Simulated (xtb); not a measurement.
C5H5, SMILES C1=C[CH]C=C1 (connectivity only; charge and spin as stated), charge +1, multiplicity 1. All values are semi-empirical tight-binding results from xtb (GFN2-xTB unless named), good for trends rather than for accurate numbers. The structure is a stationary point at GFN2-xTB. The spin state was assumed, not searched. The isomer is the one that the SMILES or the coordinates give; other isomers of the formula were not compared.

Computed properties:
```json
{
  "point_group_as_xtb_finds_it": "C2v",
  "orbital_gap": "0.22 eV",
  "zero_point_energy": "46.8 kcal/mol",
  "G − E(el) at 298.15 K (modified RRHO)": "29.8 kcal/mol",
  "static polarisability (D4 model)": "51.7 bohr³",
  "solvation energy, GFN2-xTB/ALPB(water)": "-57.1 kcal/mol",
  "solvation energy, GFN2-xTB/ALPB(hexane)": "-33.9 kcal/mol"
}
```

Computed IR lines (harmonic; lines under 4 % of the strongest left out, lines within 3 cm⁻¹ merged):
ν (cm⁻¹): 66 (m), 633 (m), 664 (s), 850 (w), 898 (w), 965 (vs), 1140 (s), 1165 (m), 1229 (m), 1466 (m), 1503 (m), 3053 (m), 3114 (w), 3120 (m), 3146 (m) (against the strongest line: vs over 80 %, s over 45 %, m over 15 %, w over 4 %, vw less)
